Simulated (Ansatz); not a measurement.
Reactions of C$_{3}$H$_{7}$FO, SMILES `COC(C)F`.

Program: Ansatz. Geometries: PBE0-D4/def2-TZVP. ΔE: electronic, gas phase. CCSD(T)/CBS is the MP2 limit (def2-TZVPP, def2-QZVPP) plus CCSD(T) − MP2 in def2-TZVPP, frozen cores. This one scheme is used for every species. DFT in def2-TZVPP. Triplets are unrestricted, without spin–orbit coupling. def2 core potentials past Kr. For K, Sb, Sn outer-core shells are correlated without core-valence functions, which leaves a few kJ/mol of doubt a bond. Scalar relativity is left out up to krypton. One conformer a species, not always the lowest.

```tsv
reaction	ωB97M-V (kcal/mol)	MP2/CBS(def2) (kcal/mol)	B2PLYP (kcal/mol)
`COC(C)F` → `COC` + `[CH]F`	103.8	110.6	103.2
`COC(C)F` → `[CH2]` (triplet) + `CC(O)F`	95.1	96.0	92.6
`COC(C)F` + `[SH][K]` → `C[S][K]` + `CC(O)F`	0.4	-1.4	0.3
`COC(C)F` + `C#[C][SnH3]` → `CC#[C][SnH3]` + `COCF`	0.5	0.1	-0.8
`COC(C)F` → `CC(C)(O)F`	-15.0	-16.4	-13.7
`COC(C)F` + `N=CO` → `CC(F)OC=N` + CH₃OH	6.2	5.8	6.3
`COC(C)F` + `[OH][SbH][SiH3]` → `C[O][SbH][SiH3]` + `COCF`	19.5	20.4	18.5
`COC(C)F` + CH₃OH → `COC(F)OC` + CH₄	-1.5	0.4	-1.2
```

Q: Give the CCSD(T)/CBS values in the same order. (Estimate.)

A: The calculation gave: 103.9, 94.0, -0.1, 0.8, -15.4, 5.6, 19.6, -0.1 kcal/mol.

Largest T1 diagnostic: 0.018, for `[CH]F`.
